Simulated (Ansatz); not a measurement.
Species: sum formula SiAsH4, net charge 0, doublet state. It need not be the lowest isomer of its formula. 
Geometry from a B3LYP-D3(BJ)/def2-TZVP (Ansatz, a first-principles code) optimisation:
```xyz
6

Si    -1.5078     0.1377     0.3505
As     0.7860    -0.1027    -0.2172
H     -2.3121    -0.7446    -0.5262
H     -1.9512     1.5403     0.1591
H     -1.7412    -0.2460     1.7643
H      1.1758     0.9123     0.8614
```
Charge 0, spin multiplicity 2.

Property: vertical electron affinity (to the singlet state of charge -1; a negative value means that the extra electron is unbound and the number depends on the basis; each state is the SCF solution reached for its spin), in eV. Correlated levels leave the core frozen unless marked. Open shells are spin-unrestricted. No spin-orbit coupling. The frozen core is the preceding noble-gas configuration, with the filled d and f shells of earlier blocks. Non-relativistic. Anions need diffuse functions: def2-D sets add few. Basis-set limits of correlation are two-point, X^-3; Hartree-Fock from the larger set. The bracket is a focal-point correction in the basis named.

RI-MP2/CBS(def2-TZVPPD,def2-QZVPPD)+[CCSD(T)-MP2]/def2-TZVPPD (Ansatz) gives 1.69 eV.

**Question.** Another calculation gave 1.53 eV. Which level was it?
A. SVWN5/def2-TZVPD (Ansatz)
B. CAM-B3LYP/def2-TZVPD (Ansatz)
C. BHLYP/def2-TZVPD (Ansatz)

**Answer.** B, CAM-B3LYP/def2-TZVPD (Ansatz). The others give 1.38 (BHLYP), 1.78 (SVWN5) eV.
